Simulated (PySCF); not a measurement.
Frontier orbitals and the lowest excitations

Compound: C5H6NPS.
Cartesian coordinates in Å at the PBE0-D3(BJ)/def2-SVP level; atoms count from 1:
```
atom  x, y, z in Å
C1    -2.609   -0.041    0.022
S2    -1.422   -1.240   -0.602
C3     0.145   -0.512   -0.267
C4     0.302    0.731    0.374
N5     1.459    1.318    0.651
C6     2.621    0.766    0.339
P7     2.909   -0.759   -0.464
C8     1.262   -1.247   -0.679
H9    -2.512    0.107    1.107
H10   -2.534    0.922   -0.502
H11   -3.595   -0.479   -0.185
H12   -0.585    1.291    0.685
H13    3.507    1.351    0.623
H14    1.085   -2.208   -1.177
```

Level of theory: TDDFT PBE0/def2-SVPD, vertical, gas phase, core orbitals frozen in the response (PySCF 2.14.0, density-fitted response routines).

Frontier orbitals with the atoms that hold most of them (Löwdin shares over 4%, at most four atoms; ? is withheld):

| orbital | ε (eV) | atoms |
| --- | --- | --- |
| LUMO+2 | 0.18 | S2 48%, C1 16%, H9 7%, H10 7% |
| LUMO+1 | -1.36 | C6 23%, C3 19%, N5 16%, C8 12% |
| LUMO | ? | P7 33%, C8 21%, C4 17%, N5 10% |
| HOMO | -6.63 | ? |
| HOMO-1 | -7.13 | ? |
| HOMO-2 | -7.77 | P7 31%, C8 22%, C6 12%, C4 10% |
| HOMO-3 | -8.63 | P7 47%, C8 13%, C6 10%, S2 8% |

Q: Give the leading atoms of the HOMO.

A: S2 (bonded to 2 C) 46%; C6 (bonded to N, P and H) 11%; C3 (bonded to 2 C and S) 11%; C4 (bonded to C, N and H) 9%. By element: sulfur 46%, carbon 31% or more.

Q: Give the leading atoms of the HOMO-1.

A: N5 (bonded to 2 C) 45%; P7 (bonded to 2 C) 22%; C6 (bonded to N, P and H) 10%; C4 (bonded to C, N and H) 7%. By element: nitrogen 45%, phosphorus 22%, carbon 18% or more.

Q: What is the LUMO energy, and the HOMO–LUMO gap?

A: ε(LUMO) = -1.89 eV; the gap is 4.74 eV (0.1742 hartree).

Q: How does S1 compare with the orbital gap of 4.74 eV?

A: S1 is at 3.73 eV (f = 0.0049), 1.01 eV below the gap, made of HOMO-1→LUMO (99%). Its leading pair isn't HOMO and LUMO; the energies of that pair differ by 5.24 eV. 

Q: One configuration dominates each of S1, S2, S3 and S4. Which, and how do the shares of the two leading atoms of either orbital change from the occupied to the empty one?

A: 
- S1 (3.73 eV, f 0.0049), HOMO-1→LUMO (99%): N5 45% → 10%, P7 22% → 33%, C8 at most 8% → 21%
- S2 (3.83 eV, f 0.016), HOMO→LUMO (93%): S2 46% → at most 11%, C6 11% → at most 11%, P7 at most 10% → 33%, C8 at most 10% → 21%
- S3 (4.17 eV, f 0.0001), HOMO-1→LUMO+1 (99%): N5 45% → 16%, P7 22% → at most 12%, C6 10% → 23%, C3 at most 8% → 19%
- S4 (4.61 eV, f 0.176), HOMO→LUMO+1 (90%): S2 46% → at most 12%, C6 11% → 23%, C3 11% → 19%

One conformer stands for the species.
